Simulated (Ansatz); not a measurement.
Input file for Cl₂Sn (`[Cl][Sn][Cl]`):

```yaml
crystal:
  periodic: [false, false, false]
  atoms:
    - {symbol: Cl, position_ang: [1.154226, 1.220736, 0.755987]}
    - {symbol: Sn, position_ang: [-0.796938, 0.518937, -0.376553]}
    - {symbol: Cl, position_ang: [-0.368188, -1.804473, -0.392634]}
basis:
  gaussian: {orbitals: def2-SVP}
correlation: {method: ccsd_t}
```

```sh
$ ansatz run in.yaml --threads 2 --pin off --events-out ev --progress --plain
```

Output of Ansatz, abridged:

```
Functional definition: HF
658 factors; integrals over basis functions are off by at most 3.7e-4 eV
mean field evaluation 1: about -30806.5073 eV, gradient 1.8e1 eV
mean field evaluation 2: about -30806.6230 eV, gradient 1.8e1 eV
mean field evaluation 4: about -30807.8786 eV, gradient 1.1e0 eV
mean field evaluation 8: about -30807.9000 eV, gradient 1.2e-4 eV
mean field -30807.90000594 eV, -1132.1694428735 hartree, gradient 7.3e-6 eV, S^2 0.000000; 0 other end points of the search recorded, 0 dependent functions left out
14 core orbitals not correlated: weight in the atoms' cores, before any rotation towards them, 1.000 or more for the frozen orbitals, at most 0.000 for the correlated occupied ones
reference -30807.90000594 eV, -1132.1694428735 hartree; 14, 14 occupied and 34, 34 virtual orbitals, 658 factors
second order -9.40402337 eV of doubles, -0.00000000 eV of singles
cycle   1  -9.99056215 eV  change   -5.9e-1 eV  update   8.1e-2
cycle   2  -10.22542461 eV  change   -2.3e-1 eV  update   2.6e-2
cycle   3  -10.27946930 eV  change   -5.4e-2 eV  update   1.5e-2
cycle   4  -10.27521149 eV  change    4.3e-3 eV  update   4.1e-3
cycle   5  -10.27385032 eV  change    1.4e-3 eV  update   1.5e-3
cycle   6  -10.27378105 eV  change    6.9e-5 eV  update   5.4e-4
cycle   7  -10.27380267 eV  change   -2.2e-5 eV  update   1.8e-4
cycle   8  -10.27384985 eV  change   -4.7e-5 eV  update   4.8e-5
cycle   9  -10.27384727 eV  change    2.6e-6 eV  update   1.4e-5
perturbative correction -0.26812643 eV, -0.0098534646 hartree
Total energy: -30818.44197963 eV, -1132.5568532613 hartree
```

It took 0.75 s on 2 threads of a server CPU on a shared host, with 0.12 GiB of host memory at the peak.

MP2 recovers 89.2 % of the CCSD(T) correlation energy and the triples give 2.5 %; T1 = 0.0121.
